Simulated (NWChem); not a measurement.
# CH3F2GaO; SMILES [F][Ga]([F])[O]C

```xyz
8

Ga     0.0072     0.3657    -0.0003
F      0.9210     1.8366     0.0006
F     -1.7290     0.4855    -0.0003
O      0.8064    -1.1949    -0.0003
C      0.1254    -2.4278    -0.0036
H      0.4061    -3.0051    -0.9004
H      0.4183    -3.0154     0.8826
H     -0.9734    -2.3223     0.0045
```
Atoms are numbered in this order, from 1.

All runs use the structure optimised with PBE0/def2-SVP. B3LYP is NWChem's, with the RPA form of VWN correlation.

Give the principal values of the shielding tensors (ppm) of Ga1, F2, F3, O4, C5 from B3LYP/6-31G* (spherical d), GIAO (NWChem), with their diamagnetic and paramagnetic parts as GIAO splits them.


```
atom     σ11     σ22     σ33  isotropic  diamagnetic  paramagnetic
----  ------  ------  ------  ---------  -----------  ------------
Ga1   1528.7  1833.3  1957.4     1773.1       2638.9        -865.8
F2     259.0   349.6   445.6      351.4        465.3        -113.9
F3     231.3   388.3   435.4      351.6        465.6        -114.0
O4     193.5   300.5   354.6      282.9        382.5         -99.6
C5     106.6   111.3   187.0      135.0        247.1        -112.1
```
